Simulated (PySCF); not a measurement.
CH3Cl2NSi2, SMILES Cl[Si]1([SiH2]C=N1)Cl. Geometry: B3LYP-D3(BJ)/def2-SVP. The structure was generated by enumeration, and PubChem lists no compound with its InChIKey, so it may never have been made.

All values below come from B3LYP-D3(BJ)/def2-SVP run with PySCF.

Harmonic wavenumbers (cm⁻¹): 89, 119, 161, 199, 284, 348, 462, 462, 545, 586, 613, 657, 750, 767, 897, 941, 1286, 1580, 2206, 2222, 3027. Rotational constants (GHz): 1.809, 1.263, 0.9606; symmetry number 1.

Problem. Work out the zero-point energy and the ideal-gas rigid-rotor harmonic-oscillator thermochemistry at 298.15 K and 1 atm.

Solution. ZPE = ½ Σ hcν = ½ × 18199 cm⁻¹ = 26.02 kcal/mol. H − E(el) = 31.46 kcal/mol. Entropy in cal/(mol K): translation 41.05, rotation 29.37, vibration 18.30, total 88.72. G − E(el) = 5.01 kcal/mol. Cp = 28.27 cal/(mol K). Modes under 150 cm⁻¹ make the vibrational entropy uncertain.
